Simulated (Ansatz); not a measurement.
`[NH2][Al]([F])[TeH]` + HBr → `[NH2][Al]([F])[Br]` + H₂Te at 600 K and 1 bar (ligand exchange at the Al–Te bond).

Computed with Ansatz on PBE0-D4/def2-TZVP structures; ΔE is electronic, products minus reactants. CCSD(T)/CBS is the MP2 limit (def2-TZVPP, def2-QZVPP) plus CCSD(T) − MP2 in def2-TZVPP, frozen cores. Elements past krypton have def2 core potentials. For Br, Te outer-core shells are correlated without core-valence functions, which leaves a few kJ/mol of doubt a bond. Scalar relativity is left out up to krypton. One conformer a species, not always the lowest.

```csv
species,CCSD(T)/CBS energy (Eh),H − E (kJ/mol),S (J/(mol·K))
`[NH2][Al]([F])[TeH]`,-666.20158,147.4,433.0
HBr,-2573.91920,33.5,219.1
`[NH2][Al]([F])[Br]`,-2971.22802,124.2,394.2
H₂Te,-268.91024,52.9,255.0
```

H − E and S are ideal-gas, rigid-rotor, harmonic terms from PBE0-D4/def2-TZVP, for one conformer and one mirror image of each species. 1 Eh = 2625.50 kJ/mol, R = 8.31446 J/(mol·K).

Problem. By hand: ΔE, ΔH, ΔS and ΔG.

Solution. ΔE = (-2971.22802) + (-268.91024) − (-666.20158) − (-2573.91920) = -0.01748 Eh = -45.9 kJ/mol. Δ(H − E) = 124.2 + 52.9 − 147.4 − 33.5 = -3.8, so ΔH = -49.7 kJ/mol. ΔS = 394.2 + 255.0 − 433.0 − 219.1 = -2.9 J/(mol·K). ΔG = -49.7 − 600 × (-2.9)/1000 = -48.0 kJ/mol.

Problem. By hand: the equilibrium constant, and the temperature at which ΔG would vanish if ΔH and ΔS stayed fixed.

Solution. log₁₀ K = −ΔG/(RT ln 10) = 4.2. ΔG = 0 at ΔH/ΔS = 17138 K, far beyond where these terms or the molecules hold.

The number of gas molecules stays the same, so ΔS is small and ΔH decides. A doubt of 5 kJ/mol in ΔE shifts log₁₀ K by 0.4 here. Other conformers and mirror images would add mixing entropy, several J/(mol·K) or more a flexible species. These are equilibria of isolated gas molecules and say nothing of rates. Largest T1 diagnostic: 0.011 (customary marks: 0.02 for closed shells, 0.045 for open ones).
